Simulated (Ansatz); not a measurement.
Reaction (atomization): `C[SiH2][SiH2]O` → C• + 8 H• + O• + 2 Si•

Calculated with Ansatz (gas phase, PBE0-D4/def2-TZVP geometries, no zero-point term in ΔE). CCSD(T)/CBS adds triple-zeta CCSD(T) − MP2 to the extrapolated MP2 energy (def2 sets, frozen cores). This one scheme is used for every species, atoms too. Functionals use def2-TZVPP. No spin–orbit coupling; open shells (•) take unrestricted orbitals. Spin–orbit coupling would lower the free atoms: a little for C, O, Si. Each species was taken in one conformer, which may not be the lowest.

| level | ΔE (kJ/mol) | difference from CCSD(T)/CBS |
| --- | --- | --- |
| LDA (SPW92) | 4547.9 | 459.7 |
| r2SCAN0-D4 | 4036.8 | -51.4 |
| B2PLYP | 4025.7 | -62.5 |
| PBE | 4052.3 | -35.9 |
| BLYP | 3991.3 | -96.9 |
| r2SCANh | 4054.4 | -33.8 |
| r2SCAN0 | 4030.0 | -58.2 |
| HF/def2-SVP | 3033.4 | -1054.8 |
| CCSD(T)/def2-TZVPP | 3983.9 | -104.3 |
| MP2/CBS(def2) | 4098.2 | 10.0 |
| CCSD(T)/CBS | 4088.2 | 0 |

Largest T1 diagnostic among the species: 0.012.

From PBE to PBE0 (25 % exact exchange), in def2-TZVPP and without D4, ΔE moves by −30.6 kJ/mol: exact exchange takes away binding that semilocal exchange gives to molecules. Leaving LDA and LC-ωPBE aside and taking each functional with its dispersion term where it has one, the values, not all of them listed here, spread over 98.0 kJ/mol, from BHLYP-D4 to ωB97X-V. LDA lies +495.6 kJ/mol from PBE without D4, its usual overbinding.

For atomizations the MP2-based limit and the directly extrapolated one differ by several kJ/mol either way, and by 10 to 25 for some Ge, Se and Sn compounds, so smaller differences from it don't rank the levels.
